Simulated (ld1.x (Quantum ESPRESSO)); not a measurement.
# Te (Z = 52), TM: configuration errors across variants

ld1.x (Quantum ESPRESSO) 7.5 input, shortened:

```
&input
   title='Te', zed=52., rel=1, dft='PZ', iswitch=3,
   config='[Kr] 4d10 4f-2 5s2 5p2'
 /
 &inputp
   pseudotype=2, tm=.true., lloc=0,
   nlcc=.false.
 /
4
5P  2  1   2.00   0.00  1.75  1.75  0.0
4D  3  2  10.00   0.00  1.10  1.10  0.0
4F  4  3  -2.00   0.30  1.45  1.45  0.0
5S  1  0   2.00   0.00  1.70  1.70  0.0
 &test
   configts(1)='4d10 5s2 5p2'
 /
```

All-electron excitation energies from the reference (eV): (1) 4d10 5s2 5p4 -28.089; (2) 4d10 5s2 5p3 -18.174; (3) 4d10 5s2 5p1 27.232; (4) 4d10 5s1 5p4 -8.243; (5) 4d10 5s1 5p5 -18.737; (6) 4d10 5s2 5p0 64.138; (7) 4d9 5s2 5p5 10.062; (8) 4d10 5s2 5p2 spin -0.684; (9) 4d10 5s2 5p4 spin -28.569.

Spin tests fill each open shell by Hund’s rule, majority spin first.

2 further variants failed, have other tests or another functional or relativity, and are left out.

Errors AE − PS in meV (a dash: test not solved or not reliable):

```tsv
change	(1)	(2)	(3)	(4)	(5)	(6)	(7)	(8)	(9)	bound ghosts
base	+22	+9.5	-0.7	+5.2	+14	+11	-475	+16	+32	none
wave 4f channel at 0.3 Ry: rc 1.45 bohr becomes 4f channel at 0.3 Ry: rc 1.90 bohr	+22	+9.5	-0.7	+5.2	+14	+11	-475	+16	+32	none
all radii scaled by about 1.17 (s 2.00, p 2.06, d 1.28, f 1.70 bohr)	+22	+9.7	+0.1	+2.2	+11	+17	-569	–	+35	none
wave 4d (bound): rc 1.10 bohr becomes 4d (bound): rc 1.50 bohr	+22	+9.6	-0.6	+5.2	+14	+11	-440	+16	+32	none
wave 4f channel at 0.3 Ry: rc 1.45 bohr becomes 4f channel at 0.83 Ry: rc 1.45 bohr	+22	+9.5	-0.7	+5.2	+14	+11	-475	+16	+32	none
wave 5p (bound): rc 1.75 bohr becomes 5p (bound): rc 2.32 bohr	+21	+9.3	-1.0	+3.2	+11	+11	-552	+19	+33	none
core correction a·sin(br)/r model core inside 0.52 bohr	+19	+8.2	-3.7	+4.2	+12	-6.4	-549	+3.3	+22	none
```

Give the same row for: local potential all-electron potential smoothed inside 1.65 bohr (lloc = -2).

–, +14, +4.6, +6.5, +22, +29, -326, +17, +48; bound ghosts: none.
